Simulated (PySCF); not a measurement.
C₅H₁₀, SMILES C=CCCC.

Geometry optimised at PBE-D3(BJ)/def2-SVP. The values are those of a single conformer.

All values below come from PBE-D3(BJ)/def2-SVP in PySCF.

Harmonic, unscaled wavenumbers; measured fundamentals usually lie a few per cent lower.

| mode | ν (cm⁻¹) | IR (km/mol) | moving atoms (share of kinetic energy) |
|---|---|---|---|
| 1 | 70 | 0.1 | C 63 %, H 37 % |
| 2 | 120 | 0.1 | H 54 %, C 46 % |
| 3 | 237 | 0.0 | H 75 %, C 25 % |
| 4 | 281 | 0.2 | H 57 %, C 43 % |
| 5 | 371 | 2.0 | C 57 %, H 43 % |
| 6 | 437 | 0.4 | H 58 %, C 42 % |
| 7 | 644 | 7.2 | H 61 %, C 39 % |
| 8 | 738 | 7.4 | H 79 %, C 21 % |
| 9 | 836 | 1.1 | H 51 %, C 49 % |
| 10 | 858 | 6.6 | H 69 %, C 31 % |
| 11 | 896 | 32.2 | H 72 %, C 28 % |
| 12 | 918 | 1.2 | H 52 %, C 48 % |
| 13 | 985 | 3.8 | H 80 %, C 20 % |
| 14 | 999 | 8.1 | H 88 %, C 12 % |
| 15 | 1051 | 2.4 | H 55 %, C 45 % |
| 16 | 1076 | 0.8 | C 56 %, H 44 % |
| 17 | 1134 | 4.8 | C 55 %, H 45 % |
| 18 | 1211 | 0.2 | H 75 %, C 25 % |
| 19 | 1240 | 0.6 | H 75 %, C 25 % |
| 20 | 1264 | 0.5 | H 86 %, C 14 % |
| 21 | 1301 | 1.0 | H 74 %, C 26 % |
| 22 | 1310 | 5.9 | H 70 %, C 30 % |
| 23 | 1351 | 6.6 | H 74 %, C 26 % |
| 24 | 1379 | 2.4 | H 85 %, C 15 % |
| 25 | 1404 | 6.6 | H 87 %, C 13 % |
| 26 | 1413 | 1.2 | H 93 % |
| 27 | 1422 | 6.5 | H 96 % |
| 28 | 1431 | 4.8 | H 95 % |
| 29 | 1673 | 9.0 | C 88 %, H 12 % |
| 30 | 2942 | 22.1 | H 94 % |
| 31 | 2965 | 17.1 | H 95 % |
| 32 | 2967 | 32.0 | H 96 % |
| 33 | 3009 | 18.1 | H 91 %, C 9 % |
| 34 | 3014 | 18.3 | H 91 %, C 9 % |
| 35 | 3051 | 31.8 | H 91 %, C 9 % |
| 36 | 3059 | 24.6 | H 92 %, C 8 % |
| 37 | 3062 | 13.3 | H 93 % |
| 38 | 3071 | 10.9 | H 92 %, C 8 % |
| 39 | 3162 | 11.9 | H 89 %, C 11 % |
